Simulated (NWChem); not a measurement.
# C2H5ClOSi; SMILES C=C[Si@H](O)Cl

```xyz
10

C      0.5600     2.4767     0.3499
C      0.9111     1.2975    -0.1809
Si    -0.3272    -0.0564    -0.4853
O     -1.7653     0.2396     0.2807
Cl     0.5283    -1.8413     0.1902
H     -0.4682     2.6946     0.6328
H      1.2792     3.2757     0.5233
H      1.9560     1.1330    -0.4479
H     -0.6759    -0.2583    -1.9051
H     -1.7455     0.2914     1.2473
```
Atoms are numbered in this order, from 1.

Level: B3LYP/6-31G* (spherical d) (NWChem), optimised geometry, unscaled harmonic frequencies. 

```
frequency (cm⁻¹)  IR intensity (km/mol)
----------------  ---------------------
82                                  2.8
153                                 2.4
187                                12.1
255                                19.7
297                                92.8
393                                20.3
507                                61.8
553                                87.6
684                                49.1
806                                39.5
835                               242.1
900                               314.0
925                                10.9
1004                               27.3
1033                               21.2
1051                               16.9
1302                                0.4
1461                               18.1
1676                               13.5
2315                              128.8
3143                               12.6
3154                                5.5
3224                               12.4
3796                               70.8
```

The zero-point energy comes out as 42.5 kcal/mol and the thermal correction to the enthalpy at 298.15 K (with zero-point energy) comes out as 47.4 kcal/mol. The heat capacity Cv comes out as 23.3 cal/(mol K) and the entropy at 298.15 K and 1 atm (symmetry number 1) comes out as 82.6 cal/(mol K). The dipole moment is 2.59 D.

Rigid rotor and harmonic oscillator; modes under 100 cm⁻¹ make the entropy uncertain.
